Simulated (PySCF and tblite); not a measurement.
Results of a calculation; reference values are marked as such.
C₈H₁₂, numbered as in [CH:1]#[C:2][CH:3]1[CH2:4][CH2:5][CH2:6][CH2:7][CH2:8]1.

The ensemble was built from 90 distance-geometry starts (ETKDG and KDG, MMFF94s, GFN2-xTB) and rests on PBE0-D3(BJ)/def2-SVP geometries. Weights use PBE0-D3(BJ)/def2-TZVP energies plus GFN2-xTB zero-point and thermal terms (modes under about 100 cm⁻¹ blended into free rotors). Symmetry numbers and mirror images are counted. Conformers within 4 kcal/mol (GFN2-xTB free energy) were kept, 5 at most. GIAO shieldings: PBE0/pcSseg-1. Shifts are against TMS (¹H), TMS (¹³C) at the same level. (PySCF 2.14, tblite 0.8.)

The 6-ring runs over atoms 3–4–5–6–7–8.

| conformer | shape | symmetry | E(GFN2) kcal/mol | E(DFT) kcal/mol |
| --- | --- | --- | --- | --- |
| 1 | 6-ring chair (all substituents equatorial) | Cs | 0.00 | 0.00 |
| 2 | 6-ring chair (C2 axial) | Cs | 0.07 | 0.23 |

(1) How much do the weights at 298.15 K and the averaged shift of H3 depend on how the conformers are weighted?

Results:

(1) 
```csv
weighting,1 (%),2 (%),δ (ppm),rms dipole (D)
"DFT energy with thermal terms, symmetry and mirror images (full scheme)",65,35,2.17,0.94
DFT energy with symmetry and mirror images,59,41,2.20,0.92
bare DFT energy,59,41,2.20,0.92
GFN2-xTB energy with symmetry and mirror images,53,47,2.24,0.91
GFN2-xTB free energy,58,42,2.21,0.92
leading conformer alone,100,0,1.94,1.02
equal weights,50,50,2.26,0.90
```

The largest departure from the full scheme, 0.23 ppm, comes with: leading conformer alone.
